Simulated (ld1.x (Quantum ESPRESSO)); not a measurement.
Al, TM: configuration errors across variants

* Element: aluminium
* Generator: ld1.x (Quantum ESPRESSO) 7.5
* Type: norm-conserving Troullier–Martins (Kleinman–Bylander form)
* Functional: PBEsol
* Relativity: non-relativistic
* Frozen core: [Ne]
* Valence charge: 3
* Reference configuration: 3s2 3p1
* Partial waves: 3p (bound): rc 2.60 bohr; 3s (bound): rc 1.85 bohr
* Local potential: the s channel
* Core correction: Bessel-smoothed model core inside 1.90 bohr

All-electron excitation energies from the reference (eV): (1) 3s2 3p0 5.746; (2) 3s1 3p0 24.883; (3) 3s2 3p0.5 2.078; (4) 3s2 3p1.3 -0.570; (5) 3s0 3p3 10.338; (6) 3s1 3p2 5.087; (7) 3s1 3p1 11.499.

Errors AE − PS in meV (a dash: test not solved or not reliable):

| change | (1) | (2) | (3) | (4) | (5) | (6) | (7) | bound ghosts |
| --- | --- | --- | --- | --- | --- | --- | --- | --- |
| base | +1.1 | +6.4 | +0.3 | +0.1 | -7.0 | -2.1 | +2.1 | none |
| wave 3p (bound): rc 2.60 bohr becomes 3p (bound): rc 1.74 bohr | +0.9 | +3.0 | +0.3 | +0.1 | +4.9 | +0.3 | +4.4 | none |
| wave 3p (bound): rc 2.60 bohr becomes 3p (bound): rc 2.04 bohr | +1.1 | +5.8 | +0.3 | +0.1 | -4.8 | -1.6 | +2.5 | none |
| wave 3p (bound): rc 2.60 bohr becomes 3p (bound): rc 2.26 bohr | +1.2 | +6.9 | +0.3 | +0.1 | -8.2 | -2.3 | +1.8 | none |
| wave 3p (bound): rc 2.60 bohr becomes 3p (bound): rc 2.64 bohr | +1.1 | +6.4 | +0.3 | +0.1 | -7.0 | -2.1 | +2.1 | none |
| wave 3p (bound): rc 2.60 bohr becomes 3p (bound): rc 3.32 bohr | -0.1 | +0.6 | +0.2 | +0.1 | +3.4 | +0.2 | +5.0 | none |
| wave 3p (bound): rc 2.60 bohr becomes 3p (bound): rc 3.64 bohr | -0.3 | -0.4 | +0.1 | +0.1 | +4.8 | +0.6 | +5.4 | none |
| wave 3p (bound): rc 2.60 bohr becomes 3p (bound): rc 3.88 bohr | -0.1 | +0.6 | +0.2 | +0.1 | +3.7 | +0.3 | +5.0 | none |

Question: Give the same row for: wave 3p (bound): rc 2.60 bohr becomes 3p (bound): rc 2.90 bohr.

Answer: +0.8, +4.5, +0.3, +0.1, -3.0, -1.2, +3.1; bound ghosts: none.
